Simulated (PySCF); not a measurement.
C₄H₉OSi (doublet state).
Cartesian coordinates in Å at the GFN2-xTB level; atoms count from 1:
```
atom  x, y, z in Å
Si1    2.014   -0.101    0.114
C2     0.194    0.413    0.291
C3    -0.736   -0.709    0.774
C4    -2.036   -0.286    0.193
O5    -1.866    0.571   -0.864
C6    -0.481    0.822   -1.021
H7     2.790    1.044   -0.362
H8     2.100   -1.202   -0.848
H9     2.494   -0.538    1.425
H10    0.101    1.250    0.990
H11   -0.412   -1.689    0.383
H12   -0.767   -0.793    1.862
H13   -2.941   -0.864    0.174
H14   -0.342    1.876   -1.270
H15   -0.118    0.214   -1.863
```

The hyperfine couplings belong to this conformer and change with its torsions.

Identity: `[SiH3][C@@H]1C[CH]OC1` [radical].

Computed, not measured: PySCF 2.14.0, UKS B3LYP, pcH-1 on C H O Si, non-relativistic, mean-field spin-orbit, GIAO. Isolated species at its GFN2-xTB geometry (one conformer only). The geometry wasn't refined by DFT: couplings that depend on bond lengths, twists or pyramidal angles can differ widely from those at the functional's own minimum. No stability test was run, so a lower SCF solution isn't excluded.

(1) Give the principal g shifts and their parts.

(2) How much does each term add to the isotropic shift?

(3) At 33.975 GHz, how far is the centre of the isotropic spectrum from where a free electron (g = 2.002319) resonates?

(4) In a frozen sample, at which fields do the three g values resonate at 9.5, 34, 94 and 263 GHz (hyperfine left aside), and which band first spreads them over more than twice a line width of 1.0 mT?

## Answers

(1) 
```tsv
Δg (ppm)	1	2	3
relativistic mass correction	-193	-193	-193
gauge correction	-6	23	31
orbital Zeeman/spin–orbit	-24	1284	2237
total	-223	1115	2075
```

So g = 2.00210, 2.00343, 2.00439 and g_iso = 2.00331; the tensor is rhombic: the two nearest values differ by 42 % of g3 − g1. Axes: g3 points within 8° of the O5–C6 bond.

(2) The orbital-Zeeman/spin–orbit term 1166, the mass correction -193 and the gauge correction 16 ppm, for a total of 989 ppm. The orbital-Zeeman/spin–orbit term is the largest in size. The mass correction is the same along every axis, so the anisotropy comes from the other two: their spans along these axes are 37 (gauge) and 2261 ppm (orbital Zeeman/spin–orbit).

(3) B = hν/(g μB) with μB/h = 13.99624 MHz/mT gives 1212.31 mT for the free electron and 1211.71 mT at g_iso, 0.60 mT lower.

(4) 
```
band    GHz  B(g3) mT  B(g2) mT  B(g1) mT  spread mT
   X    9.5    338.63    338.80    339.02       0.39
   Q   34.0   1211.95   1212.53   1213.34       1.39
   W   94.0   3350.68   3352.29   3354.53       3.85
   J  263.0   9374.78   9379.27   9385.54      10.76
```

The spread grows in proportion to the frequency. W band is the first where it exceeds 2.0 mT.

The Mulliken spin populations are largest on C4 (+0.88), O5 (+0.13) and C3 (-0.06). No atom but C4 exceeds +0.15. The angles at C4 add up to 353.3°, so it is slightly pyramidal.

The HOMO–LUMO gaps are 4.83 eV among the α and 7.51 eV among the β orbitals.
